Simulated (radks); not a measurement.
Task: The titanium ion Ti4+, [Ar]. Method: non-relativistic Kohn-Sham, exchange-only LDA, spin-polarised, spherical densities, point nucleus; computed with a radial shooting solver on a logarithmic mesh with Libxc functionals. Every spin shell is full or empty, so the densities are truly spherical. Functionals are evaluated on that one density, not self-consistently. Rank these exchange functionals by their error against the exact value of the orbitals, and give that value: LDA, PBE, revPBE, OPTX, AM05, SOGGA, B86b, G96, SCAN, r2SCAN, MVS.

Result: Exact: -39.5934 hartree. From best to worst, with 100 (|E| - |E exact|)/|E exact| (equal figures are ties): r2SCAN 0.00, B86b +0.04, G96 +0.15, MVS -0.18, revPBE -0.20, OPTX +0.22, SCAN +0.30, PBE -0.54, SOGGA -3.28, AM05 -6.44, LDA -7.27.
